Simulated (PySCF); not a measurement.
A species of formula C3H12Ge2 has this rotational fingerprint, computed with PySCF, PBE0-D3(BJ)/def2-SVP geometry optimisation, gas phase:

| Quantity | Value |
| --- | --- |
| Rotational constants | A = 2702, B = 893.2, C = 704.0 MHz |
| Dipole components | \|μa\| = 0.99 D, \|μb\| = 0.12 D, \|μc\| = 0.16 D |
| Inertial defect | -35.04 u·Å² |
| κ | -0.81 |

Question: Which structure is it? (One computed conformer of each.)
A. Ge(GeH3)Me3, `[CH3][Ge]([CH3])([CH3])[GeH3]`
B. `[CH3:1][CH2:2][CH2:3][GeH2:4][GeH3:5]` with C1–C2–C3–Ge4 180°, C2–C3–Ge4–Ge5 -60°
C. `[CH3:1][CH2:2][CH:3]([GeH3:4])[GeH3:5]` with C1–C2–C3–Ge4 -176°

Answer: B. It is CC[CH2][GeH2][GeH3], an asymmetric top, point group C1. The candidates at the same level (rigid rotor, commonest isotopes):

```tsv
SMILES	A (MHz)	B (MHz)	C (MHz)	μa (D)	μb (D)	μc (D)	Δ (u·Å²)	point group	rotor
CC[CH]([GeH3])[GeH3]	2168	1102	763.4	0.22	0.88	0.33	-29.79	C1	asymmetric top
CC[CH2][GeH2][GeH3]	2702	893.2	704.0	0.99	0.12	0.16	-35.04	C1	asymmetric top
[CH3][Ge]([CH3])([CH3])[GeH3]	2831	1121	1120	1.28	0.00	0.00	-178.22	near C3v	–
```

`CC[CH]([GeH3])[GeH3]` has B 23 % too high; `[CH3][Ge]([CH3])([CH3])[GeH3]` has C 59 % too high. No structure here is proved a minimum.
